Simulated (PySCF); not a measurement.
H3O3Os, SMILES [OH][Os]([OH])[OH] (connectivity only; charge and spin as stated), neutral, multiplicity 4.

Geometry: PBE0-D3(BJ)/def2-SVP. The multiplicity is an assumed one; other spin states were not compared. The def2 effective core potentials stand for the cores of Os; spin–orbit coupling is left out. One conformer was computed; it need not be the lowest.

All values below come from TDA-PBE0/def2-SVPD run with PySCF.

Vertical excitations. Isolated molecule, no solvent.

```tsv
state	energy (eV)	λ (nm)	f	main pairs
root 1	0.85	1463	0.000	β HOMO→LUMO+1 54 %, β HOMO→LUMO 45 %
root 2	1.14	1085	0.001	β HOMO→LUMO+2 49 %, β HOMO→LUMO 29 %, β HOMO→LUMO+1 21 %
root 3	1.22	1017	0.000	β HOMO→LUMO+2 49 %, β HOMO→LUMO 25 %, β HOMO→LUMO+1 24 %
root 4	2.58	480	0.002	α HOMO→LUMO 97 %
root 5	2.77	447	0.001	α HOMO−1→LUMO 86 %, β HOMO→LUMO+3 11 %
root 6	2.85	434	0.001	α HOMO−2→LUMO 34 %, α HOMO−1→LUMO 9 %, α HOMO−3→LUMO 8 %, β HOMO→LUMO+3 45 %
root 7	3.22	385	0.001	α HOMO−3→LUMO 69 %, α HOMO−2→LUMO 27 %
root 8	3.36	369	0.006	α HOMO−2→LUMO 34 %, α HOMO−3→LUMO 20 %, β HOMO→LUMO+3 40 %
root 9	4.69	264	0.001	β HOMO−1→LUMO 95 %
root 10	4.89	254	0.007	β HOMO−1→LUMO+1 56 %, β HOMO−2→LUMO 18 %, β HOMO→LUMO+4 13 %
```
Unrestricted roots are not spin-pure.
